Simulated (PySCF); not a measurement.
Species: C6H9N2 (charge +1).
Atom-mapped SMILES: `[CH3:1][c:2]1[cH:3][n+:4]([CH3:5])[cH:6][cH:7][n:8]1` (hydrogens: H9, H10, H11 on C1; H12 on C3; H13, H14, H15 on C5; H16 on C6; H17 on C7)

Computed with PySCF at CAM-B3LYP/def2-SVPD, non-relativistic, on one gas-phase PBE0-D3(BJ)/def2-SVP geometry that isn't relaxed in the solvent. The solvent is an IEF-PCM continuum (cavity from Bondi-type radii × 1.2), and excitations are vertical TDDFT with non-equilibrium linear response and a frozen core. Only the electrostatic response of the medium enters.

Gas-phase singlets (H = HOMO, L = LUMO):

```json
{"state": "S1", "E (eV)": "3.883", "λ (nm)": "319", "f": "0.002", "leading configuration": "H→L 84%"}
{"state": "S2", "E (eV)": "4.967", "λ (nm)": "250", "f": "0.139", "leading configuration": "H-1→L 80%"}
{"state": "S3", "E (eV)": "5.155", "λ (nm)": "241", "f": "0.000", "leading configuration": "H→L+1 85%"}
{"state": "S4", "E (eV)": "6.317", "λ (nm)": "196", "f": "0.053", "leading configuration": "H-1→L+1 57%"}
{"state": "S5", "E (eV)": "7.140", "λ (nm)": "174", "f": "0.481", "leading configuration": "H-2→L 65%"}
```

Q: How does the list change in chloroform (ε = 4.711)?

A: 
```
state  E (eV)  λ (nm)      f  leading configuration  change by rank (eV)
   S1   4.108     302  0.003              H-1→L 97%               +0.225
   S2   4.878     254  0.194                H→L 94%               -0.089
   S3   5.400     230  0.000            H-1→L+1 98%               +0.245
   S4   6.294     197  0.089              H→L+1 73%               -0.023
   S5   7.044     176  0.658              H-2→L 72%               -0.096
```

Q: How does the list change in acetone (ε = 20.49)?

A: 
| state | E (eV) | λ (nm) | f | leading configuration | change by rank (eV) |
| --- | --- | --- | --- | --- | --- |
| S1 | 4.200 | 295 | 0.003 | H-1→L 98% | +0.317 |
| S2 | 4.888 | 254 | 0.187 | H→L 94% | -0.079 |
| S3 | 5.498 | 226 | 0.000 | H-1→L+1 99% | +0.343 |
| S4 | 6.310 | 196 | 0.082 | H→L+1 73% | -0.007 |
| S5 | 7.072 | 175 | 0.661 | H-2→L 72% | -0.068 |

Q: The ground-state energy changes by -2.346 eV from gas to acetone. By how much does the total energy of gas-phase S5 change?

A: E(S5) = E(S0) + excitation energy, so it changes by -2.346 − 0.068 = -2.414 eV: it is lowered more than the ground state, which is what a red shift means. This is the vertical state, with the slow part of the continuum still set for S0.

Q: How do the frontier levels move from gas to acetone?

A: 
| orbital | gas (eV) | solvent (eV) | change (eV) | Löwdin shares, gas | Löwdin shares, solvent |
| --- | --- | --- | --- | --- | --- |
| LUMO+2 | -2.88 | 1.09 | +3.97 | C5 22 %, C3 14 %, C6 14 %, H12 7 % | C5 17 %, C6 13 %, C3 12 %, C7 11 % |
| LUMO+1 | -4.82 | -0.71 | +4.11 | C2 20 %, C7 20 %, C6 17 %, C3 14 % | C2 20 %, C7 19 %, C6 17 %, C3 15 % |
| LUMO | -6.18 | -2.05 | +4.13 | N4 22 %, N8 21 %, C3 15 %, C6 13 % | N4 22 %, N8 21 %, C3 14 %, C6 13 % |
| HOMO | -14.09 | -10.02 | +4.07 | N8 53 %, C7 11 %, C2 10 %, C3 7 % | C6 20 %, C3 20 %, C2 17 %, C7 14 % |
| HOMO-1 | -14.14 | -10.31 | +3.83 | C3 18 %, C6 18 %, C2 15 %, N8 13 % | N8 60 %, C7 11 %, C2 10 %, C3 5 % |
| HOMO-2 | -15.88 | -11.81 | +4.07 | N8 29 %, N4 16 %, C7 15 %, C5 7 % | N8 27 %, N4 19 %, C7 12 %, C5 11 % |
| HOMO-3 | -16.69 | -12.95 | +3.74 | C1 45 %, H10 19 %, H9 18 %, C2 7 % | C1 44 %, H10 18 %, H9 17 %, C2 7 % |

The HOMO–LUMO gap goes from 7.91 to 7.97 eV. Rows go by rank; for HOMO-1 and HOMO the atom shares or the degeneracy differ between the runs, so the row needn't follow one orbital.
